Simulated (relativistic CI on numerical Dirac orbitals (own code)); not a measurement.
## Au3+: O2,3 absorption edge

Computed with this model: Dirac-Coulomb-Breit CI, separate exchange-only KLI orbitals for each configuration, model QED, valence Slater integrals scaled by 0.8, multiplet model of core-to-valence dipole absorption; configurations [Xe] 4f14 5d8 → [Kr] 4d10 4f14 5s2 5p5 5d9; 300 K; Lorentzian 1 eV and Gaussian 0.3 eV FWHM. Energies are those of the free ion, without screening or charge transfer. The branching ratio is the share of the lower-energy edge in the whole absorption, uncertain by about 0.02 where the edges overlap. S is read from ⟨S²⟩ = S(S + 1).

Field parameters in Wybourne normalisation: Td as Oh with Dq negative (B⁴₀ = 21Dq, B⁴₄ = √(5/14) B⁴₀). The field is a parameter set, without covalency.

free ion: ground-state S = 0.97, centroid 57.92 eV. Peaks (eV, height): 55.0 (63), 57.8 (100), 61.0 (49).

Td, 10Dq = -3100 cm⁻¹: ground-state S = 0.97, centroid 58.06 eV. Peaks (eV, height): 55.2 (73), 58.0 (100), 61.2 (44).

Td, 10Dq = -7050 cm⁻¹: ground-state S = 0.98, centroid 58.26 eV. Peaks (eV, height): 55.8 (90), 58.0 (100), 61.2 (36).

Td, 10Dq = -10950 cm⁻¹: ground-state S = 0.98, centroid 58.47 eV. Peaks (eV, height): 56.0 (100), 58.2 (94), 60.2 (23), 61.5 (34), 62.5 (20).

Td, 10Dq = -14850 cm⁻¹: ground-state S = 0.98, centroid 58.68 eV. Peaks (eV, height): 56.2 (100), 58.5 (79), 60.8 (27), 61.8 (30), 63.2 (14).

Td, 10Dq = -18800 cm⁻¹: ground-state S = 0.98, centroid 58.90 eV. Peaks (eV, height): 56.5 (100), 58.5 (66), 61.0 (33), 64.0 (11).

Strongest unbroadened transitions for Td, 10Dq = -14850 cm⁻¹:

```json
{"Energy (eV)": "56.31", "Relative strength": "100.0"}
{"Energy (eV)": "58.44", "Relative strength": "75.0"}
{"Energy (eV)": "60.65", "Relative strength": "17.8"}
{"Energy (eV)": "61.69", "Relative strength": "23.8"}
{"Energy (eV)": "63.35", "Relative strength": "10.3"}
{"Energy (eV)": "76.99", "Relative strength": "5.5"}
```
